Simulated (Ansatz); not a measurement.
Abridged output of a molecular run in Ansatz:

```
Functional definition: HF
  name "HF"
  cite "Fock, Z. Phys. 61, 126 (1930) doi:10.1007/BF01340294"
  parent pbe
  exchange = exact_x
  correlation = 0
1496 factors; integrals over basis functions are off by at most 9.4e-4 eV
mean field evaluation 1: about -9005.7044 eV, gradient 8.2e1 eV
mean field evaluation 2: about -9005.9729 eV, gradient 8.3e1 eV
mean field evaluation 4: about -9017.9163 eV, gradient 1.1e1 eV
mean field evaluation 8: about -9018.2236 eV, gradient 1.3e0 eV
mean field evaluation 16: about -9018.2290 eV, gradient 2.9e-6 eV
mean field -9018.22902165 eV, -331.4138037703 hartree, gradient 2.8e-6 eV, S^2 0.000000; 0 other end points of the search recorded, 0 dependent functions left out
4 core orbitals not correlated: weight in the atoms' cores, before any rotation towards them, 1.000 or more for the frozen orbitals, at most 0.000 for the correlated occupied ones
reference -9018.22902165 eV, -331.4138037703 hartree; 20, 20 occupied and 212, 212 virtual orbitals, 1496 factors
second order -38.53044039 eV of doubles, -0.00000000 eV of singles
cycle   1  -34.88885370 eV  change     3.6e0 eV  update   2.9e-1
cycle   2  -36.68823388 eV  change    -1.8e0 eV  update   1.9e-1
cycle   3  -37.06329463 eV  change   -3.8e-1 eV  update   4.3e-2
cycle   4  -37.07049626 eV  change   -7.2e-3 eV  update   1.9e-2
cycle   5  -37.04937122 eV  change    2.1e-2 eV  update   5.0e-3
cycle   6  -37.05104811 eV  change   -1.7e-3 eV  update   2.1e-3
cycle   7  -37.05090374 eV  change    1.4e-4 eV  update   9.3e-4
cycle   8  -37.05007439 eV  change    8.3e-4 eV  update   3.7e-4
cycle   9  -37.05025908 eV  change   -1.8e-4 eV  update   1.7e-4
cycle  10  -37.05049326 eV  change   -2.3e-4 eV  update   7.8e-5
cycle  11  -37.05040827 eV  change    8.5e-5 eV  update   4.5e-5
cycle  12  -37.05033401 eV  change    7.4e-5 eV  update   2.3e-5
cycle  13  -37.05039540 eV  change   -6.1e-5 eV  update   8.3e-6
cycle  14  -37.05037346 eV  change    2.2e-5 eV  update   3.8e-6
perturbative correction -2.04720516 eV, -0.0752334019 hartree
Total energy: -9057.32660026 eV, -332.8506132831 hartree
```

Its atoms:

Z-matrix (Å, degrees):
```
C
W 1 2.109
H 1 1.094 2 109.6
H 1 1.092 2 110.4 3 119.6
H 1 1.094 2 110.0 3 -120.5
O 2 1.703 1 105.3 3 -178.1
O 2 1.704 1 105.1 3 -62.1
O 2 1.880 1 109.2 3 58.8
H 8 0.959 2 128.0 1 113.7
```

Problem. Which basis set was used?
A. cc-pV(D+d)Z
B. def2-TZVPP
C. def2-QZVPP
D. cc-pV(Q+d)Z

Solution. B. It gives 236 functions.

Problem. Write the keys of the input that set method, charge and spin (a neutral closed shell needs none for the last two).

Solution. 
```yaml
correlation: {method: ccsd_t}
```
